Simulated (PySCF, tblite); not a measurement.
Isomers of C3H3F2NSi. Method: GFN2-xTB as coded in tblite; computed harmonic values from a numerical Hessian at the method's own geometry, unscaled. Errors from tens to a few hundred cm⁻¹ against measured bands are possible. Modes of hydrogen on silicon can be 10 to 20 % off. One conformer each.

Electronic energies: PBE0/pcSseg-1 single points on the GFN2-xTB geometries (PySCF, gas phase).

| SMILES | electronic energy, lowest = 0 (kJ/mol) |
| --- | --- |
| N#C/C=C\[SiH](F)F | 0.0 |
| N#C[C@@]1(F)[SiH2][C@H]1F | 479.6 |
| N#CC([SiH3])=C(F)F | 346.9 |

How do GFN2-xTB zero-point energies change the relative energies?

```csv
SMILES,ZPE (kJ/mol),of it from modes above 1550 cm⁻¹,electronic (kJ/mol),"with ZPE, lowest = 0 (kJ/mol)",lowest mode (cm⁻¹),rings
N#C/C=C\[SiH](F)F,142.1,75.1,0.0,0.0,10,0
N#CC([SiH3])=C(F)F,127.4,65.9,346.9,332.1,28,0
N#C[C@@]1(F)[SiH2][C@H]1F,134.1,61.3,479.6,471.6,97,1
```

The zero-point energies span 14.7 kJ/mol, from `N#CC([SiH3])=C(F)F` to `N#C/C=C\[SiH](F)F`. The order is unchanged.

And how do the electronic energies of GFN2-xTB itself compare?

`N#C/C=C\[SiH](F)F` 0.0; `N#CC([SiH3])=C(F)F` 299.1; `N#C[C@@]1(F)[SiH2][C@H]1F` 409.4 kJ/mol, lowest = 0. Against the energies above, taken from the same isomer `N#C/C=C\[SiH](F)F`, the largest difference is 70.2 kJ/mol.
